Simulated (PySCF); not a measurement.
## Peak assignment

Bonds (- single, = double, # triple, : aromatic): C1=C2, C2-C3, C3=C4, C4-C5, C5=C6, C6-C7, C6-O8, O8-Si9, C5-C2. C1 carries H10, H11; C3 carries H12; C4 carries H13; C7 carries H14, H15, H16; Si9 carries H17, H18, H19. Stereochemistry as in C=C1C=C/C1=C(/C)O[SiH3]. H10 is cis to C3; H11 is trans to C3.

Calculated, not measured (PySCF): GIAO HF/pcSseg-1 shieldings, PBE0-D3(BJ)/def2-SVP structure. Relativity neglected, one conformer, fast rotation and ring inversion assumed for equivalent nuclei, no solvent model.

δ = σ(ref) − σ, references computed at the same level: $^{13}$C and $^{1}$H vs TMS.

**Question.** Assign these signals to the numbered atoms. $^{13}$C{$^{1}$H} NMR (computed): δ 157.8, 155.5, 147.0, 138.2, 125.1, 99.1, 16.3.

**Answer.** 
| δ (ppm) | atoms | environment | reason |
| --- | --- | --- | --- |
| 157.8 | C4 | alkene CH | as expected for a trigonal carbon in a double bond |
| 155.5 | C2 | fully substituted alkene carbon | the olefinic region |
| 147.0 | C3 | alkene CH | as expected for a trigonal carbon in a double bond |
| 138.2 | C6 | alkene carbon bearing oxygen | an sp2 carbon further deshielded by the attached heteroatom |
| 125.1 | C5 | β carbon of an enol-ether or enamine type C=C | – |
| 99.1 | C1 | terminal =CH2 carbon | – |
| 16.3 | C7 | allylic methyl carbon | aliphatic region, no heteroatom directly attached |

**Question.** Assign these signals to the numbered atoms. $^{1}$H NMR (300 MHz, computed): δ 7.50 (d, 1H), 6.72 (d, 1H), 4.85 (m, 1H), 4.78 (m, 1H), 4.47 (s, 3H), 2.02 (s, 3H).

**Answer.** 
| δ (ppm) | atoms | environment | reason |
| --- | --- | --- | --- |
| 7.50 | H13 | hydrogen on an alkene CH | a vinylic proton, deshielded by the sp2 carbon and the C=C anisotropy |
| 6.72 | H12 | hydrogen on an alkene CH | – |
| 4.85 | H10 | hydrogen on a terminal =CH2 carbon | a vinylic proton, deshielded by the sp2 carbon and the C=C anisotropy |
| 4.78 | H11 | hydrogen on a terminal =CH2 carbon | – |
| 4.47 | H17/H18/H19 | hydrogen on a silicon bonded to O | – |
| 2.02 | H14/H15/H16 | hydrogen on an allylic methyl carbon | allylic position |

H10 and H11 lie closer than the usual error of such a calculation, so a measured spectrum could show them in the other order.

Shifts are as computed. Against solution values, carbons near 30 ppm lie about -0 ppm off and those near 130 ppm about +7 ppm. Of 1211 compounds with measured shifts, 218 miss one by over three times the rms of a fit or turn the order of signals round; such compounds aren't used in these exercises. No couplings were computed; multiplicities are counted from neighbouring protons, with m where these are inequivalent, close in shift, in a saturated or five-membered ring or joined by F or P, and br s for small geminal =CH2 splittings.
